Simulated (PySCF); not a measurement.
From computed data to an observable: entropy of an ideal gas

C2H5O, SMILES O[CH]C, multiplicity 2.

The structure is a stationary point at PBE-D3(BJ)/def2-TZVP. The isomer is the one that the SMILES or the coordinates give; other isomers of the formula were not compared. The values are those of a single conformer.

PySCF with PBE-D3(BJ)/def2-TZVP gives the harmonic wavenumbers 180, 362, 399, 534, 908, 982, 1033, 1182, 1232, 1341, 1399, 1412, 1435, 2873, 2976, 3046, 3068, 3709 cm⁻¹ and the rotational temperatures 2.2003, 0.4511, 0.3956 K. The molar mass is 45.06 g/mol, the symmetry number 1, the spin multiplicity 2.

Q: Work out the entropy at 298.15 K and 1 atm in the rigid-rotor, harmonic-oscillator model.

A: 
Translation (Sackur–Tetrode at 1 atm): S = R[1.5 ln M + 2.5 ln T − 1.16487] = 156.2 J/(mol K).
Rotation: q = (√π/σ) T^1.5/√(θA θB θC) = 14600, S = R[ln q + 3/2] = 92.2 J/(mol K).
Vibration: with u = 1.4388 ν/T, each mode gives R[u/(e^u − 1) − ln(1 − e^−u)]:
| ν (cm⁻¹) | modes | u | S (J/(mol K)) |
|---|---|---|---|
| 180 | 1 | 0.87 | 9.74 |
| 362 | 1 | 1.75 | 4.66 |
| 399 | 1 | 1.93 | 4.04 |
| 534 | 1 | 2.58 | 2.42 |
| 908 | 1 | 4.38 | 0.57 |
| 982 | 1 | 4.74 | 0.42 |
| 1033 | 1 | 4.98 | 0.34 |
| 1182 | 1 | 5.70 | 0.19 |
| 1232 | 1 | 5.95 | 0.15 |
| 1341 | 1 | 6.47 | 0.10 |
| 1399 | 1 | 6.75 | 0.08 |
| 1412 | 1 | 6.81 | 0.07 |
| 1435 | 1 | 6.92 | 0.06 |
The stiffer modes add less than 0.005 each. Sum 22.8 J/(mol K).
Spin: R ln 2 = 5.8 J/(mol K).
Total 277.0 J/(mol K); the program's own thermochemistry gives 277.0. Translation makes up 56 % and vibration 8 %. Anharmonicity, hindered rotation and orbital degeneracy are left out.
